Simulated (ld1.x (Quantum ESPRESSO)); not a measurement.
**What one change does to a pseudopotential (P (Z = 15), RRKJ)**

phosphorus (P), norm-conserving RRKJ (Kleinman–Bylander form), made with ld1.x (Quantum ESPRESSO) 7.5 (Wu–Cohen, non-relativistic). Core [Ne], reference 3s2 3p3. Waves: 3s (bound): rc 1.75 bohr; 3p (bound): rc 1.40 bohr. Local part: all-electron potential smoothed inside 1.05 bohr (lloc = -2). Core correction: a·sin(br)/r model core, default radius (core density twice the valence density). rho0 = 0.001.

All-electron outer shells of the reference configuration (Wu–Cohen, non-relativistic, ld1.x):

```
shell  level (eV)  outermost node (bohr)  outermost maximum (bohr)
   2p     -124.50                      –                      0.36
   3s      -13.85                   0.66                      1.58
   3p       -5.49                   0.64                      1.83
```

Change: all radii but the core radius scaled by about 1.16 (s 2.04, p 1.62 bohr); local potential all-electron potential smoothed inside 1.22 bohr (lloc = -2).

Cutoffs: the cutoffs (Ry, on a coarse ladder) from which the occupation-weighted sum of valence levels, in a spherical-Bessel basis at the reference potential, stays within 10 and 1 mRy of its value at 400 Ry; they do not see the model core or the augmentation charge, which bear on the density cutoff. Errors are all-electron minus pseudo energies relative to the spin-unpolarised reference configuration.

Task: Predict the effect on cutoff, ghosts and configuration errors.

Result: The potential gets neither clearly harder nor softer (21 Ry and 50 Ry → 25 Ry and 40 Ry); of the 7 tests that both files solve, the error grows in 1 and shrinks in 3 by more than 15 % and 0.3 meV (median size 12.7 → 3.7 meV); neither file shows a bound ghost.

```csv
quantity,base,changed
"cutoff, loose",21 Ry,25 Ry
"cutoff, tight",50 Ry,40 Ry
bound ghosts,none,none
"error for 3s2 3p2, meV [ΔE 9.72 eV]",+3.9,+3.7
"error for 3s2 3p1, meV [ΔE 28.87 eV]",+23,+25
"error for 3s2 3p0, meV [ΔE 58.64 eV]",+65,+84
"error for 3s2 3p3.3, meV [ΔE -1.30 eV]",+0.1,+0.1
"error for 3s0 3p5, meV [ΔE 17.00 eV]",+15,+1.6
"error for 3s1 3p3, meV [ΔE 18.73 eV]",+13,+8.0
"error for 3s1 3p4, meV [ΔE 8.43 eV]",+3.6,+0.5
```
